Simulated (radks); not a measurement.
Values are calculated unless marked as measured or tabulated.
Valence configurations of Er I (all share [Xe]). Level of theory: scalar-relativistic Kohn-Sham, BLYP, spin-unpolarised, spherical densities, finite nucleus; Fermi nuclear charge, rms radius 5.2516 fm (a radial shooting solver on a logarithmic mesh with Libxc functionals). Energies are relative to 4f12 6s2; eigenvalues in eV.

| valence | E (eV) | e(4f) | e(5d) | e(6p) | e(6s) |
|---|---|---|---|---|---|
| 4f12 6s2 | 0.000 | -2.919 | - | - | -3.718 |
| 4f12 5d1 6s1 | 2.959 | -2.480 | -0.712 | - | -3.706 |
| 4f11 5d1 6s2 | 4.674 | -9.231 | -1.951 | - | -4.279 |
| 4f12 6p2 | 5.982 | -5.799 | - | -2.128 | - |
| 4f11 6s2 6p1 | 6.052 | -12.443 | - | -1.996 | -5.629 |
| 4f11 6s1.5 6p1.5 | 7.900 | -13.143 | - | -2.254 | -6.010 |
| 4f10.5 6s2 6p1.5 | 12.507 | -17.778 | - | -2.447 | -6.520 |
| 4f10 5d2 6s2 | 14.886 | -16.154 | -2.994 | - | -4.596 |
| 4f10 6s2 6p2 | 21.484 | -23.411 | - | -2.887 | -7.382 |

NIST lists [Xe] 4f12 6s2 as the ground configuration; this level of theory agrees among the configurations tried. The energies are those of spherical spin-averaged densities, not of single terms. No valid solution was reached for [Xe] 4f13 6s1.
